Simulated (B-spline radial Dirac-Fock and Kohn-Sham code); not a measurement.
**The Zn atom: differential elastic cross section for electrons at 72 eV**

Level of theory: relativistic (Dirac) partial waves in the static field of the Dirac-Fock atom with Furness-McCarthy exchange, without polarisation or absorption potentials; a radial B-spline solver. Below a few hundred eV the neglected polarisation potential matters, most of all at small angles.

```tsv
θ (°)	dσ/dΩ (a₀²/sr)	Sherman function
5	16.1	-0.001
10	11.4	-0.002
15	6.37	-0.004
20	2.82	-0.008
25	1.06	-0.019
30	0.601	-0.024
35	0.787	-0.010
40	1.14	0.000
45	1.39	0.004
50	1.44	0.007
55	1.31	0.010
60	1.05	0.012
65	0.737	0.015
70	0.449	0.016
75	0.236	0.010
80	0.127	-0.023
85	0.123	-0.065
90	0.204	-0.061
95	0.335	-0.047
100	0.477	-0.037
105	0.592	-0.031
110	0.652	-0.027
115	0.646	-0.025
120	0.575	-0.023
125	0.456	-0.023
130	0.315	-0.023
135	0.181	-0.025
140	0.0815	-0.024
145	0.0344	0.002
150	0.0479	0.031
155	0.117	0.020
160	0.226	0.011
165	0.350	0.007
170	0.464	0.004
175	0.543	0.002
```

The total elastic cross section is 9.95 a₀², the first transport cross section 5.17 a₀² and the second, weighted with (3/2) sin²θ, 6.78 a₀². The mean deflection is ⟨1 − cos θ⟩ = 0.520, and 24 % of the collisions scatter beyond 90°.

On this grid of angles the cross section has minima near 30°, 85°, 145°, from interference among the few low partial waves with large phase shifts.

Values without a named source are computed, but for edge energies of neutral atoms, which are taken from tables.
